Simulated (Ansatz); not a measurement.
Calculated with Ansatz (gas phase, PBE0-D4/def2-TZVP geometries, no zero-point term in ΔE). CBS: MP2 limit from def2 TZ/QZ plus the TZ coupled-cluster correction, frozen cores. DFT in def2-TZVPP. For Mg, Zn outer-core shells are correlated without core-valence functions, which leaves a few kJ/mol of doubt a bond. Scalar relativity is left out up to krypton. One conformer a species, not always the lowest.

Consider the substitution at a C–S bond: `CS[CH2][ZnH]` + `C[O][Mg][OH]` → `C[O][Mg][O]C` + `S[CH2][ZnH]`.

`CS[CH2][ZnH]`:

```xyz
10

C    -0.109    0.491   -1.488
S     1.256   -0.278   -0.613
C     0.751    0.021    1.099
Zn   -0.878   -1.005    1.436
H    -0.173    1.556   -1.257
H     0.084    0.376   -2.556
H    -1.066    0.013   -1.257
H     1.561   -0.383    1.713
H     0.705    1.094    1.297
H    -2.131   -1.883    1.625
```

`C[O][Mg][OH]`:

```xyz
8

C     1.282   -1.157    0.254
O     0.273   -0.245    0.043
Mg   -1.012    0.919   -0.240
O    -2.286    2.086   -0.602
H     1.767   -1.454   -0.687
H     0.908   -2.075    0.729
H     2.067   -0.752    0.908
H    -3.000    2.677   -0.405
```

`C[O][Mg][O]C`:

```xyz
11

C     0.081    2.886    1.215
O     0.045    1.618    0.681
Mg    0.000    0.000    0.000
O    -0.045   -1.618   -0.682
C    -0.081   -2.886   -1.215
H     0.107    3.658    0.433
H    -0.801    3.090    1.841
H     0.968    3.037    1.848
H     0.809   -3.469   -0.940
H    -0.126   -2.865   -2.314
H    -0.958   -3.451   -0.867
```

`S[CH2][ZnH]`:

Cartesian coordinates in Å:
```
S -1.730 -0.025 0.227
C -0.144 -0.511 -0.526
Zn 1.295 0.240 0.553
H -1.524 1.299 0.314
H -0.137 -0.270 -1.589
H -0.126 -1.600 -0.440
H 2.367 0.868 1.461
```

| level | ΔE (kcal/mol) | difference from CCSD(T)/CBS |
| --- | --- | --- |
| revPBE-D4 | 13.9 | 0.3 |
| B97M-V | 12.6 | -1.0 |
| r2SCAN0-D4 | 13.1 | -0.5 |
| PBE-QIDH | 13.2 | -0.4 |
| PBE | 12.4 | -1.2 |
| r2SCANh | 12.9 | -0.7 |
| BHLYP | 10.4 | -3.2 |
| HF/def2-TZVPP | 8.6 | -5.0 |
| SCS-MP2/def2-TZVPP | 12.8 | -0.8 |
| CCSD/def2-TZVPP | 11.8 | -1.8 |
| CCSD(T)/CBS | 13.6 | 0 |

Largest T1 diagnostic among the species: 0.014.

The D4 term adds +1.4 kcal/mol with B3LYP and +0.8 kcal/mol with PBE0; it sums over pairs of atoms, weighted by their polarisabilities, and B3LYP, whose exchange is more repulsive, gets the larger term. At CCSD(T), def2-SVP lies −6.1 kcal/mol from the extrapolated value and def2-TZVPP −1.1 kcal/mol. Leaving LDA and LC-ωPBE aside and taking each functional with its dispersion term where it has one, the values, not all of them listed here, spread over 2.4 kcal/mol, from CAM-B3LYP-D4 to revPBE-D4.

B3LYP here is the variant with VWN-RPA as its local correlation; programs differ in this.
